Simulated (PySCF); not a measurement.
Os³⁺ (osmium, charge +3) across methods

[Xe] 4f14 5d5, high-spin 6S determinant. Computed with PySCF 2.14 in def2-QZVPP with the def2 core potential (60 electrons) (7s5p4d4f2g, 88 functions), with scalar relativity through the core potential.

| method | E (hartree) | mean ε 5p α (eV) | mean ε 5p β (eV) | mean ε 5d α (eV) | Σ⟨r²⟩ (bohr²) | ⟨S²⟩ |
| --- | --- | --- | --- | --- | --- | --- |
| r2SCAN0 | -88.6480 | -86.908 | -80.794 | -38.650 | 26.41 | 8.751 |
| LDA | -88.4136 | -81.716 | -78.098 | -36.554 | 26.84 | 8.750 |
| r2SCAN | -88.6877 | -83.655 | -78.694 | -36.958 | 26.44 | 8.751 |
| HSE06 | -88.6326 | -85.240 | -80.006 | -37.889 | 26.55 | 8.750 |
| UHF | -88.09493 | -96.369 | -85.998 | -42.916 | 26.42 | 8.751 |
| PW91 | -88.6887 | -81.918 | -78.191 | -36.589 | 26.65 | 8.750 |
| PBE | -88.6520 | -81.820 | -78.090 | -36.526 | 26.65 | 8.750 |
| PBE0 | -88.6349 | -85.670 | -80.423 | -38.318 | 26.54 | 8.750 |

(1) Estimate the same row for wB97X.

Energies and moments cover only the electrons outside the core potential. Spin-orbit coupling, which splits the p, d and f shells strongly at this Z, is absent.

## Answers

(1) E (hartree) = -88.6543; mean ε 5p α (eV) = -87.814; mean ε 5p β (eV) = -83.171; mean ε 5d α (eV) = -40.418; Σ⟨r²⟩ (bohr²) = 26.39; ⟨S²⟩ = 8.750.
